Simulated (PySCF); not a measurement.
# UHF on Be (beryllium, neutral)

Configuration: [He] 2p2, high-spin 3P determinant (an excited configuration). All numbers are calculated (PySCF 2.14, scalar relativity by spin-free X2C-1e, in aug-cc-pCVQZ-DK (9s8p6d4f2g, 109 functions)).

| Item | Value |
| --- | --- |
| Total energy | -14.338695 hartree |
| One-electron energy | -18.6349 hartree |
| Hartree (Coulomb) energy | 6.9337 hartree |
| Exchange energy | -2.6374 hartree |
| ⟨S²⟩ | 2.0001 |
| ⟨L²⟩ | 2.000 |
| Sum of ⟨r⟩ | 6.739 bohr |
| Sum of ⟨r²⟩ | 22.14 bohr² |
| Traceless quadrupole moment −½Σ⟨3z² − r²⟩ along its main axis | 4.33 e·bohr² |
| Langevin diamagnetic susceptibility | -17.5 ×10⁻⁶ cm³/mol |

```tsv
shell	electrons	mean orbital energy (hartree)	rms radius, mean of both spins (bohr)
1s α	1	-4.80505	0.484
1s β	1	-4.79339	0.484
2p α	2	-0.22201	3.29
```

Spin-orbit constants ζ (cm⁻¹) from the X2C one-electron operator on these orbitals: bare nucleus, nucleus screened by l(l+1)(2l+1)/3 electrons, and screened by the Breit-Pauli mean field of the electrons.

| shell | bare | screened nucleus | mean field |
| --- | --- | --- | --- |
| 2p | 6.899 | 3.450 | 2.311 |

To first order the Landé constant is A = 1.155 cm⁻¹, so the lowest level has J = 0 and lies 0.000286 eV below the centre of the term. This holds in LS coupling only.
